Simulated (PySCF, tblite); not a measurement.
Bond stretch in GaH, singlet.

- GFN2-xTB, 300 K electronic temperature (tblite)
- UCCSD(T) = CCSD(T) on UHF/cc-pVDZ, 9 core orbitals frozen (PySCF)

Energies relative to the lowest point of each curve near equilibrium, in kcal/mol; the last columns give the difference from UCCSD(T):

```
R / Å  GFN2-xTB  UCCSD(T)  GFN2-xTB − UCCSD(T)
-----  --------  --------  -------------------
1.26       46.1      35.1                 11.0
1.34       28.5      19.9                  8.5
1.43       16.4       9.2                  7.2
1.51        9.7       3.7                  6.0
1.58        5.8       1.1                  4.7
1.62        4.1       0.3                  3.8
1.68        2.3       0.0                  2.3
1.74        1.1       0.4                  0.7
1.80        0.4       1.5                 -1.1
1.84        0.1       2.4                 -2.3
1.93        0.0       5.2                 -5.2
2.08        1.6      10.9                 -9.4
2.29        6.8      20.1                -13.2
2.53       15.3      30.6                -15.2
2.75       24.4      39.4                -15.0
3.00       35.2      47.9                -12.7
3.36       50.5      56.9                 -6.5
3.68       62.7      61.5                  1.2
4.16          —      64.0                    —
4.57          —      64.6                    —
4.98          —      64.8                    —
5.92          —      64.9                    —
6.69          —      64.9                    —
```

GFN2-xTB is furthest from UCCSD(T) at 2.53 (-15.2 kcal/mol, below); its mean absolute difference over the points is 7.0 kcal/mol.

Dashes: no converged value, or the column stops at the first point that the program doubted or that broke a chosen test of continuity, which isn't proof of a fault.

The unrestricted determinant behind UCCSD(T) is spin-contaminated at 1.26 to 1.43, 2.53 to 6.69 Å (<S²> up to 1.0, against 0.00 for a pure singlet).
